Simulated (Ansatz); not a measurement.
Relaxation of C₂H₄BF (8 atoms, charge 0, multiplicity 1), to a largest force component of 0.02 eV/Å in at most 50 steps.

Method: RKS B3LYP-D4/cc-pVDZ (Ansatz 0.2.0).

```xyz
8
Properties=species:S:1:pos:R:3
B -0.323 1.136 -0.402
C -0.156 -0.372 -0.333
C 0.458 -0.922 0.684
F -0.555 -1.146 -1.335
H -0.942 1.639 -1.354
H 0.031 1.908 0.438
H -0.959 -0.618 0.363
H 0.921 -0.303 1.506
```

Problem. Where does it end, and by what steps?

Solution. The forces met the threshold. After 21 steps the energy has fallen by 1.287 eV; H5 moved furthest, 0.66 Å.

| step | energy less start (eV) | largest force component (eV/Å) | accepted |
| --- | --- | --- | --- |
| 0 | 0.0000 | 3.859 | yes |
| 1 | -0.8178 | 1.829 | yes |
| 2 | -1.0373 | 0.610 | yes |
| 3 | -1.0806 | 0.264 | yes |
| 4 | -1.1479 | 0.463 | yes |
| 5 | -1.2098 | 0.377 | yes |
| 6 | -1.2615 | 0.196 | yes |
| 7 | -1.2712 | 0.287 | yes |
| 8 | -1.2766 | 0.172 | yes |
| 9 | -1.2742 | 0.336 | no |
| 10 | -1.2801 | 0.118 | yes |
| 11 | -1.2799 | 0.107 | no |
| 12 | -1.2808 | 0.047 | yes |
| 13 | -1.2813 | 0.051 | yes |
| 14 | -1.2834 | 0.096 | yes |
| 15 | -1.2834 | 0.192 | yes |
| 16 | -1.2839 | 0.149 | yes |
| 17 | -1.2857 | 0.107 | yes |
| 18 | -1.2861 | 0.047 | yes |
| 19 | -1.2474 | 0.681 | no |
| 20 | -1.2863 | 0.070 | yes |
| 21 | -1.2865 | 0.015 | yes |

```xyz
8
Properties=species:S:1:pos:R:3
B -0.383 1.143 -0.390
C -0.356 -0.426 -0.197
C 0.847 -0.888 0.412
F -0.792 -1.143 -1.307
H -0.297 1.600 -1.496
H -0.463 1.834 0.588
H -1.095 -0.547 0.645
H 1.015 -0.251 1.315
```

Run time: 56 s on 1 thread of Arm Neoverse V1, with other jobs on the host, peak memory 0.13 GiB.
